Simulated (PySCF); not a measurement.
## Property card for `[H]/P=C(\[SiH3])C(C)C`

Compound: C₄H₁₁PSi.
Z-matrix (Å and degrees, GFN2-xTB geometry), rows numbered from 1:
```
C 
C   1  1.5250
C   2  1.5323  1  109.93
C   2  1.5067  1  113.18  3  -122.27
Si  4  1.8905  2  116.67  1  -163.07
P   4  1.6850  2  119.50  1    19.51
H   1  1.0884  2  110.51  3   -61.01
H   1  1.0893  2  110.15  3    59.00
H   1  1.0887  2  110.41  3   178.70
H   2  1.0980  1  108.50  3   117.71
H   3  1.0879  2  110.26  1    55.27
H   3  1.0887  2  109.81  1   -64.39
H   3  1.0875  2  110.86  1   175.64
H   5  1.4669  4  110.16  2   -81.26
H   5  1.4651  4  108.13  2    38.59
H   5  1.4639  4  109.33  2   158.74
H   6  1.4064  4   97.13  2   178.23
```

Among its groups: Si–H bond and C–Si bond.

From GFN2-xTB geometry:

| Property | Result |
| --- | --- |
| Point group of the GFN2-xTB geometry | C1 |
| Rotational constants A, B, C of the GFN2-xTB geometry | 2.472, 1.861, 1.229 GHz |

wB97X-D/def2-SVPD ground state and vertical TDDFT (core frozen in the response) (PySCF):

| Property | Result |
| --- | --- |
| Dipole moment | 1.09 D |
| HOMO energy | -9.08 eV |
| LUMO energy | -0.10 eV |
| HOMO–LUMO gap | 8.98 eV |
| Lowest singlet excitation | 4.22 eV (294 nm, f = 0.004) |
| Strongest line among the 8 lowest singlet transitions | S2 at 5.17 eV (240 nm, f = 0.233) |
| Lowest triplet excitation (Tamm–Dancoff) | 2.79 eV |
| Static isotropic polarisability | 101.9 au |
| Electronic spatial extent ⟨r²⟩ about the centre of nuclear charge | 1055 bohr² |

**PBE0/pcSseg-1 ground state and GIAO shieldings, non-relativistic (PySCF)**

| Item | Value |
| --- | --- |
| Lowest Hirshfeld atomic charge | -0.12 e on C1/C4 |
| Highest Hirshfeld atomic charge | +0.30 e on Si5 |
| 13C chemical shifts (computed TMS as zero) by class | 250.4 (C4), 46.8 (C2), 28.1 (C1/C3) ppm |
| 1H chemical shifts (computed TMS as zero) by class | 7.19 (H17), 4.58 (H14/H15/H16), 3.12 (H10), 1.40 (H7/H8/H9/H11/H12/H13) ppm |
| Isotropic shieldings of nuclei other than C and H, by class | 408 (Si5), 12 (P6) ppm |
| Mayer bond orders between heavy atoms | C1–C2 1.05, C2–C3 1.00, C2–C4 0.99, C4–Si5 0.85, C4–P6 1.84 |

Monoisotopic mass (most abundant isotopes): 118.0368 u.

The polarisability is 15.09 Å³ as a volume (1 au = 0.148185 Å³), or 1.59 au for each of the 64 electrons. The largest Löwdin shares of the HOMO are 0.37 on P6, 0.36 on C4, 0.06 on C2 and 0.06 on Si5. With B = h/(8π²I), that is 505.379 GHz u Å² over I, the principal moments of inertia are 204.4, 271.6 and 411.1 u Å² (most abundant isotopes); the inertial defect Ic − Ia − Ib is -64.9 u Å² (zero for a rigid planar frame, negative otherwise). A dipole of 1.09 D is allowed in C1, and pure rotational transitions are dipole-allowed. The rotational constants make it an asymmetric top with κ = (2B − A − C)/(A − C) = 0.02, midway between the prolate (−1) and oblate (+1) limits.

Isolated species at its GFN2-xTB geometry (one conformer only). GFN2-xTB frequencies show an imaginary mode (23i cm⁻¹), so this geometry is no minimum at that level. NMR classes are plain means over equivalent atoms (diastereotopic ones count apart unless rotation or inversion swaps them), as if these changed places fast; in this geometry the members of some classes differ.
